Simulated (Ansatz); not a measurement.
Born–Oppenheimer molecular dynamics of H7OPSSi (11 atoms, charge 0, multiplicity 1). It starts from a rough guess of a transition structure, not a stationary point.

Theory: UKS PBE0-D4/STO-3G in Ansatz.

```json
{
 "ensemble": "NVE (velocity Verlet)",
 "time step": "0.5 fs",
 "steps asked": "150",
 "starting velocities drawn for": "600 K",
 "seed": "391306"
}
```

First frame:

```xyz
11
Properties=species:S:1:pos:R:3
Si -1.008 -0.137 0.037
S 0.514 -2.057 0.669
H -1.262 -0.983 -1.123
H -1.395 -0.182 1.434
O -1.876 1.223 -0.232
H 1.800 -0.818 0.541
P 1.354 0.779 -0.207
H 0.535 -1.923 1.988
H -1.916 1.696 -1.058
H 1.671 2.097 -0.563
H 1.583 0.305 -1.486
```

How far do the bonds stretch over the last three quarters of this one trajectory? (Pairs bonded in most of those frames.)


```json
{"bond": "Si1–H3", "mean (Å)": "1.460", "spread (Å)": "0.023", "shortest": "1.42", "longest": "1.50"}
{"bond": "Si1–H4", "mean (Å)": "1.452", "spread (Å)": "0.021", "shortest": "1.41", "longest": "1.49"}
{"bond": "Si1–O5", "mean (Å)": "1.754", "spread (Å)": "0.078", "shortest": "1.61", "longest": "1.84"}
{"bond": "Si1–P7", "mean (Å)": "2.244", "spread (Å)": "0.125", "shortest": "2.07", "longest": "2.44"}
{"bond": "S2–H6", "mean (Å)": "1.402", "spread (Å)": "0.133", "shortest": "1.20", "longest": "1.59"}
{"bond": "S2–H8", "mean (Å)": "1.369", "spread (Å)": "0.077", "shortest": "1.25", "longest": "1.48"}
{"bond": "O5–H9", "mean (Å)": "1.029", "spread (Å)": "0.041", "shortest": "0.96", "longest": "1.10"}
{"bond": "P7–H10", "mean (Å)": "1.415", "spread (Å)": "0.037", "shortest": "1.35", "longest": "1.47"}
{"bond": "P7–H11", "mean (Å)": "1.409", "spread (Å)": "0.034", "shortest": "1.36", "longest": "1.46"}
```

Mean temperature of the second half: 1912 K. The conserved energy stayed within 1 meV per atom of its start (net change 0.29 meV per atom), so the integration is sound. The system heated up, since it started high on the potential surface and ran downhill. A run of 0.075 ps of so small a system gives no equilibrium averages. The orbitals stay closed-shell, which can raise the energy where a bond breaks towards radicals; this wasn't checked here. Limits of this set-up: minimal basis.

Time of the run: 9.2 min on 1 thread of AMD EPYC 7R43 64-Core Processor (Zen 3), on a shared host, peak memory 0.17 GiB.
